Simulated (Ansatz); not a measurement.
BH₄NSSiZn (`B[N]1[SiH2][S][Zn]1`), charge 0, multiplicity 1.

Question: Give a relaxed structure at PBE0-D4/def2-TZVP (Ansatz). (Best estimate.)

Answer: The calculation gave: 
Z-matrix (Å, degrees):
```
Si
N 1 1.764
Zn 1 2.578 2 47.2
S 1 2.170 2 101.7 3 -0.0
H 1 1.485 2 112.3 3 117.9
H 1 1.485 2 112.3 3 -118.0
B 2 1.392 1 128.1 3 180.0
H 7 1.206 2 119.9 1 -0.0
H 7 1.203 2 120.8 1 -180.0
```
Point group Cs.
This is one stationary point; other conformers may exist.
